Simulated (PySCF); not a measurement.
A GIAO shielding run with PySCF 2.14 (density fitting, non-relativistic, gas phase) on SMILES C#CCN[Si@H](N)C(F)(F)F, C₄H₇F₃N₂Si:

```
$ OMP_NUM_THREADS=1 python probes_run.py task.json out

{"job": {"kind": "nmr", "xc": "PBE0", "basis": "pcSseg-1"}, "charge": 0, "multiplicity": 1}
C      2.823654     0.712686    -0.702864
C      2.256371    -0.220536    -0.213636
C      1.565454    -1.349457     0.370984
N      0.146756    -1.088077     0.522954
Si    -0.683618     0.200568    -0.222600
N     -0.279082     1.697681     0.504401
C     -2.525742    -0.057573     0.299557
F     -3.015487    -1.261109    -0.074665
F     -3.337956     0.858865    -0.271144
F     -2.751942     0.029036     1.624610
H      3.340793     1.517654    -1.133509
H      1.736677    -2.225092    -0.273319
H      2.008852    -1.559455     1.354255
H     -0.350782    -1.886454     0.884822
H     -0.695834     0.154518    -1.691682
H      0.675831     2.015260     0.479255
H     -0.920944     2.473517     0.481056
```

Hardware: 1 thread of an Arm Neoverse N1, shared host. The job also computes population analyses, field gradients.

Question: How large is the calculation?

Answer: 86 electrons, 212 basis functions and 1114 auxiliary functions.

Question: How long does it take, and how much memory does it need?

Answer: 73 s of wall time, with 14 SCF cycles and 5 response iterations; peak memory 0.95 GiB. Times on a shared host scatter by some tens of per cent.
